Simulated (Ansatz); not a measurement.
Geometry optimisation, RKS PBE0-D4/def2-SVP (Ansatz 0.2.0).

input.yaml

```yaml
crystal:
  periodic: [false, false, false]
  atoms:
    - { symbol: O, position_ang: [-1.4698, -1.3787, 0.6877] }
    - { symbol: C, position_ang: [-0.1251, -1.3189, 0.3631] }
    - { symbol: Si, position_ang: [1.062, -2.26952, 1.45122] }
    - { symbol: C, position_ang: [1.08203, -1.68648, 3.1472] }
    - { symbol: F, position_ang: [1.37434, -0.34093, 3.20202] }
    - { symbol: Cl, position_ang: [2.14135, -2.60045, 4.19912] }
    - { symbol: H, position_ang: [-1.7751, -2.2638, 0.6776] }
    - { symbol: H, position_ang: [0.21173, -0.27432, 0.36273] }
    - { symbol: H, position_ang: [-0.05618, -1.73513, -0.6702] }
    - { symbol: H, position_ang: [2.44673, -2.15971, 0.83423] }
    - { symbol: H, position_ang: [0.73931, -3.75495, 1.34232] }
    - { symbol: H, position_ang: [0.02651, -1.78171, 3.59371] }
basis:
  gaussian: { orbitals: def2-SVP }
hamiltonian:
  xc: pbe0
  dispersion: d4
relax:
  f_tol: 0.015
  max_steps: 40
```

Run as:

```bash
$ ansatz run input.yaml --threads 2 --pin off --max-ram 3072MiB --backend cpu --events-out ev --progress --plain --runs-dir out
```

Where does it end, and by what steps?

The forces met the threshold. After 6 steps the energy has fallen by 0.415 eV; H9 moved furthest, 0.21 Å.

| step | energy less start (eV) | largest force component (eV/Å) | accepted |
| --- | --- | --- | --- |
| 0 | 0.0000 | 2.867 | yes |
| 1 | -0.3351 | 1.003 | yes |
| 2 | -0.4036 | 0.390 | yes |
| 3 | -0.4119 | 0.170 | yes |
| 4 | -0.4147 | 0.040 | yes |
| 5 | -0.4150 | 0.031 | yes |
| 6 | -0.4151 | 0.011 | yes |

```xyz
12
Properties=species:S:1:pos:R:3
O -1.417 -1.463 0.865
C -0.115 -1.318 0.327
Si 1.113 -2.337 1.351
C 1.018 -1.650 3.131
F 1.409 -0.343 3.129
Cl 2.083 -2.599 4.211
H -1.721 -2.357 0.677
H 0.156 -0.254 0.424
H -0.068 -1.546 -0.756
H 2.524 -2.227 0.879
H 0.670 -3.764 1.388
H 0.006 -1.707 3.563
```

Whether the end is a true minimum wasn't checked by a vibrational analysis.

The run took 27 s on 2 threads of Arm Neoverse V2, with other jobs on the host, peak memory 0.3 GiB.
